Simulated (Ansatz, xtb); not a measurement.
System: InF3, charge -1, multiplicity 2. 
Structure (B3LYP-D3(BJ)/def2-TZVP (Ansatz, a first-principles code) minimum search):
```
In
F 1 2.0407
F 1 2.0407 2 106.58
F 1 2.0407 2 106.58 3 113.53
```
Charge -1, spin multiplicity 2.

Harmonic wavenumbers from GFN2-xTB (xtb, at its own minimum), cm⁻¹: 25, 74, 74, 228, 228, 232.

Problem. Give the harmonic wavenumbers at B3LYP-D3(BJ)/def2-TZVP (Ansatz, finite differences of forces, unscaled).

Solution. 127, 127, 153, 466, 466, 468 cm⁻¹. Zero-point energy 2.6 kcal/mol.

Problem. From these and the geometry, give the ideal-gas thermochemistry at 298.15 K and 1 atm (rigid rotor, harmonic oscillator).

Solution. Point group C3v, rotational symmetry number 3. Rotational constants 4.063, 4.063, 2.485 GHz. S(trans) 41.33, S(rot) 24.28, S(vib) 10.85, S(elec, spin only) 1.38, S 77.8 cal/(mol K). H(298) - H(0) 4.10 kcal/mol; G - E(el) -16.5 kcal/mol.
